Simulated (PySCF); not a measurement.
Al(F)(H)(NHMe) (CH5AlFN), SMILES C[NH][AlH][F]. Geometry: r2SCAN-D4/def2-SVP. The values are those of a single conformer.

Computed equilibrium geometry at r2SCAN-D4/def2-SVP (PySCF confirms it by a frequency run) as bond lengths and angles, and its point group (one conformer of several):
point group Cs.
Atoms: Al1 F2 H3 N4 C5 H6 H7 H8 H9. Bond lengths (Å): Al1–F2 1.668, Al1–H3 1.574, Al1–N4 1.769, N4–C5 1.451, N4–H6 1.018, C5–H7 1.106, C5–H8 1.106, C5–H9 1.102. Bond angles (°): F2–Al1–H3 120.5, F2–Al1–N4 117.4, H3–Al1–N4 122.1, Al1–N4–C5 127.9, Al1–N4–H6 120.0, C5–N4–H6 112.0, N4–C5–H7 112.7, N4–C5–H8 112.7, N4–C5–H9 110.2, H7–C5–H8 107.3, H7–C5–H9 106.8, H8–C5–H9 106.8.
Charge 0, spin multiplicity 1.
